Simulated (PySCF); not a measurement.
C2HCl2, SMILES [CH]=C(Cl)Cl, multiplicity 2. Coordinates come from a PBE0-D3(BJ)/def2-SVP optimisation. The isomer is the one that the SMILES or the coordinates give; other isomers of the formula were not compared.

Computed equilibrium geometry at PBE0-D3(BJ)/def2-SVP (PySCF confirms it by a frequency run) as Cartesian coordinates in Å, and its point group:
point group Cs.
```xyz
5

C     -1.7715    -0.0605     0.0000
C     -0.4626     0.0003     0.0000
Cl     0.4049     1.4906     0.0000
Cl     0.5350    -1.4228     0.0000
H     -2.5733    -0.7924     0.0000
```
Charge 0, spin multiplicity 2.
